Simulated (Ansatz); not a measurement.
Ag₂H₃⁻. Total charge -1; singlet. Geometry r2SCAN-D4/def2-TZVPD, basis def2-TZVPD, Ansatz.

```xyz
5

Ag    2.150   -0.354   -0.963
Ag   -0.189    0.032    0.084
H     0.348   -0.714    1.450
H    -0.653    0.765   -1.315
H    -1.656    0.272    0.745
```

```tsv
run	HOMO (eV)	LUMO (eV)
A	-0.38	1.72
B	-2.81	3.74
C	-0.46	1.80
D	-0.96	2.26
E	-0.62	1.56
```

In the def2 sets Ag takes a core potential; there is no spin–orbit coupling. LC-ωPBE has ω = 0.4 bohr⁻¹. No other spin state of charge -1 was run. Another isomer (singlet) lies 1.90 eV lower at PBE0-D4/def2-TZVPD; other spin states weren't run for this one.

Q: The runs used LC-ωPBE, LDA (SPW92), PBE, PBE0, r2SCAN. Estimate which is which.

A: A PBE (0 % exact exchange); B LC-ωPBE (range-separated); C r2SCAN (0 % exact exchange); D PBE0 (25 % exact exchange); E LDA (SPW92) (0 % exact exchange). Exact exchange lowers occupied and raises empty levels; among semilocal functionals meta-GGAs tend to open the gap a little, and such runs are hard to tell apart. The gap grows from 2.10 eV (PBE) to 6.55 eV (LC-ωPBE). The restricted singlet is unstable towards broken spin symmetry in Hartree–Fock (as tested in another run); at PBE-D4/def2-TZVPD, LC-ωPBE/def2-TZVPD, r2SCAN-D4/def2-TZVPD, PBE0-D4/def2-TZVPD and others this wasn't settled.
